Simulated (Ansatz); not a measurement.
Cartesian coordinates in Å:
```
N -0.3782 -0.1439 -2.9987
C -0.4510 0.7306 -2.0757
Al -0.0984 0.3285 -0.1709
C 0.3870 -0.9175 1.1834
C 0.0908 0.5554 1.7081
H -0.1163 -1.0628 -2.6337
H -0.7285 1.7365 -2.4145
H 1.4158 -1.2454 1.3239
H -0.2981 -1.6764 1.5578
H 0.9474 1.0604 2.1512
H -0.7708 0.6344 2.3692
```

Total charge 0; spin multiplicity 1.

Q: List the PBE/def2-TZVPP orbital energies in eV (Ansatz). (Estimate.)

A: The calculation gave: Occupied: -1506.38, -380.88, -270.20, -268.42, -268.42, -106.73, -68.86, -68.61, -68.56, -22.75, -18.09, -15.14, -14.11, -11.57, -10.61, -10.53, -10.01, -8.66, -8.32, -7.12, -5.75, -4.86. Lowest empty: -2.95, -1.31, -0.71, -0.36, 0.94, 1.49, 1.59, 1.86.
